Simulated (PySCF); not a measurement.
ClMg, charge +1, singlet, at a GFN2-xTB geometry (such geometries of metal compounds can be far from the true shape).

Input for PySCF:
```python
from pyscf import gto, scf, dft

mol = gto.M(
    atom='''
Mg   -0.00000000   -0.00000000   -1.21080290
Cl    0.00000000    0.00000000    0.85468440
''',
    basis='def2-svp',
    charge=1,
    verbose=4,
)

mf = dft.RKS(mol)
mf.xc = 'm062x'
mf.kernel()
```

Q: Give the number of basis functions at the level M062X/def2-SVP (PySCF).

A: 36

Q: Give the HOMO-LUMO gap at the level M062X/def2-SVP.

A: 6.41 eV

Q: Predict the Mulliken (on the basis functions themselves) charges in atom order from M062X/def2-SVP.

A: Mg1 1.16, Cl2 -0.16

Q: Estimate the total energy that M062X/def2-SVP returns for this input.

A: -659.7912 Eh

Q: Give the HOMO energy at the level M062X/def2-SVP.

A: -15.40 eV
